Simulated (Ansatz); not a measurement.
Two members of one family (AlN nanocrystals, H-capped), computed with Ansatz in the gas phase. The two geometries come from different levels. Binding counts from free atoms in the multiplicity of their measured ground term, without zero-point energy. The structures are stationary points that may keep the symmetry of their start.

First: Al15N15H36, cut from wurtzite (singlet, charge 0, PBE-D4/def2-SVP geometry).

Cartesian coordinates in Å:
```
N 1.030 3.118 -2.545
Al -0.933 3.242 -2.241
Al -0.231 3.607 0.775
N -1.187 2.491 -0.481
Al -3.069 2.641 -0.084
N -3.237 1.918 1.762
Al 1.752 1.318 -2.486
N 0.556 0.383 -3.726
Al 2.299 1.684 0.431
N 1.047 2.368 1.696
N 1.305 0.600 -0.775
Al -0.562 0.719 -0.357
Al -0.384 -1.152 -2.975
N -1.513 -0.413 -1.613
Al 0.071 1.059 2.680
N -0.845 -0.004 1.397
Al -2.663 0.076 1.972
Al -2.571 -1.768 -0.766
N -3.662 -0.804 0.533
N 3.504 0.467 1.404
Al 1.931 -1.222 -0.698
N 0.845 -2.235 -1.957
Al 2.646 -1.029 2.334
N 1.390 -0.127 3.539
N 1.599 -1.924 1.048
Al -0.254 -1.837 1.508
Al -0.110 -3.694 -1.138
N -1.244 -2.824 0.153
Al 2.276 -3.753 1.210
N 1.190 -4.743 -0.144
H 1.255 3.578 -3.442
H 1.472 3.720 -1.826
H -1.388 4.771 -2.391
H -1.512 2.202 -3.375
H 0.703 4.676 -0.005
H -1.225 4.135 1.941
H -3.644 4.137 -0.111
H -3.908 1.528 -0.955
H -2.686 2.551 2.372
H -4.212 2.041 2.077
H 3.257 1.171 -3.004
H -0.209 1.050 -3.974
H 1.025 0.142 -4.611
H 3.192 2.797 -0.310
H 1.521 3.018 2.347
H -1.109 -1.951 -4.154
H -2.176 0.229 -2.091
H -0.898 1.648 3.819
H -3.051 -0.603 3.366
H -3.527 -2.631 -1.713
H -4.116 -0.049 -0.030
H -4.428 -1.392 0.893
H 4.137 0.995 2.025
H 4.137 0.051 0.694
H 3.487 -1.298 -1.118
H 1.499 -2.660 -2.639
H 3.718 -1.879 3.160
H 1.877 0.359 4.307
H 0.849 -0.873 4.015
H -0.564 -2.437 2.973
H -0.883 -4.644 -2.167
H -1.755 -3.576 0.648
H 3.790 -3.843 0.666
H 1.846 -4.389 2.626
H 1.836 -5.208 -0.801
H 0.714 -5.527 0.332
```

```tsv
level	HOMO (eV)	LUMO (eV)	gap (eV)	binding per atom (eV)
PBE-D4/def2-SVP	-6.00	-1.01	4.99	3.79
r2SCAN-D4/def2-SVP	-6.33	-0.60	5.73	3.76
PBE0-D4/def2-SVP	-7.23	-0.19	7.04	3.74
```

Second: Al16N16H36, cut from zinc blende (singlet, charge 0, r2SCAN-D4/def2-SVP geometry).

```xyz
68

Al   -0.811    3.117   -0.921
Al    2.160    2.301    0.438
Al   -2.265    1.964    1.493
Al    0.674    1.123    2.905
Al    4.240    0.575   -1.213
Al    1.449    1.231   -2.558
Al   -0.114    0.115   -0.014
Al   -0.716   -0.968   -2.950
Al    1.958   -1.634   -1.645
Al   -2.930    0.964   -1.305
Al   -2.274   -2.203   -0.366
Al    2.666   -0.569    1.335
Al    1.179   -1.851    3.869
Al    0.410   -2.862    0.925
Al   -1.595   -1.181    2.493
Al   -0.219   -3.956   -2.021
N     0.109    2.718   -2.573
N     2.741    1.871   -1.319
N     0.742    3.669    0.089
N    -0.857    2.403    2.741
N    -1.497    1.505   -0.182
N     1.260    0.780    1.131
N    -2.873    0.355    2.375
N    -0.186   -0.449    3.537
N    -2.219    0.353   -2.995
N     3.269   -0.929   -0.444
N     0.575   -0.251   -1.756
N    -0.926   -1.441    0.735
N    -1.522   -2.461   -2.093
N     1.096   -3.138   -0.839
N    -3.603   -0.744   -0.698
N     1.777   -2.112    2.033
H    -1.864    4.295   -1.093
H     3.180    3.081    1.372
H    -3.394    3.083    1.447
H     1.654    1.870    3.905
H     5.307    1.158   -0.175
H     4.705    0.252   -2.708
H     1.886    1.133   -4.080
H    -0.339   -1.125   -4.483
H     2.547   -1.956   -3.085
H    -4.093    2.031   -1.496
H    -3.172   -3.373    0.219
H     3.822   -0.038    2.286
H     2.334   -1.198    4.759
H     0.415   -3.146    4.411
H    -0.245   -4.169    1.548
H    -2.475   -2.322    3.156
H     0.375   -4.147   -3.493
H    -0.942   -5.189   -1.307
H     0.635    3.550   -2.869
H    -0.520    2.580   -3.369
H     3.220    2.686   -1.724
H     1.217    4.424   -0.421
H     0.512    4.133    0.972
H    -0.480    3.347    2.619
H    -1.257    2.462    3.685
H    -3.110    0.581    3.349
H    -3.769    0.008    2.022
H    -0.528   -0.283    4.494
H    -1.965    1.113   -3.632
H    -2.969   -0.113   -3.520
H     4.006   -1.647   -0.363
H    -2.240   -2.859   -2.715
H     1.810   -3.877   -0.761
H    -4.220   -0.675    0.115
H    -4.241   -1.120   -1.410
H     2.498   -2.842    2.139
```

**Question.** What does the change do? Estimate second minus first.

**Answer.** 
```json
{"level": "PBE-D4/def2-SVP", "Δ HOMO (eV)": "0.25", "Δ LUMO (eV)": "-0.72", "Δ gap (eV)": "-0.96", "Δ binding per atom (eV)": "0.04"}
{"level": "r2SCAN-D4/def2-SVP", "Δ HOMO (eV)": "0.25", "Δ LUMO (eV)": "-0.73", "Δ gap (eV)": "-0.98", "Δ binding per atom (eV)": "0.03"}
{"level": "PBE0-D4/def2-SVP", "Δ HOMO (eV)": "0.22", "Δ LUMO (eV)": "-0.68", "Δ gap (eV)": "-0.90", "Δ binding per atom (eV)": "0.04"}
```
